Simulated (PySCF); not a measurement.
Exercise with solution: oscillator strength and radiative lifetime

CH₅ClFNSi, SMILES NC[Si@H](F)Cl.

Geometry optimised at B3LYP-D3(BJ)/def2-SVP. The structure was generated by enumeration; whether it is a known compound was not checked. Other conformers were not sampled.

TDA-PBE/def2-SVPD in PySCF 2.14.0 puts the first singlet state with f over 0.02 at 5.25 eV (vertical), with the transition dipole (0.626, 0.063, 0.035) in atomic units.

Q: Find the oscillator strength, the wavelength and the radiative lifetime that this transition would have in vacuum if emission retraced absorption.

A: 
|μ|² = 0.3971 au, so |μ| = 1.60 D. ΔE = 5.25/27.211 = 0.1929 hartree. f = (2/3) ΔE |μ|² = 0.051 (the program prints 0.051).
λ = 1239.84/5.25 = 236 nm; ν = 42344 cm⁻¹.
Einstein's coefficient A = 0.6670 ν² f s⁻¹ (ν in cm⁻¹) = 6.1e7 s⁻¹, so τ = 1/A = 16 ns. This state is S1. The figure is the radiative limit of this one transition; relaxation, internal conversion, crossing to triplets and a medium change what is measured.
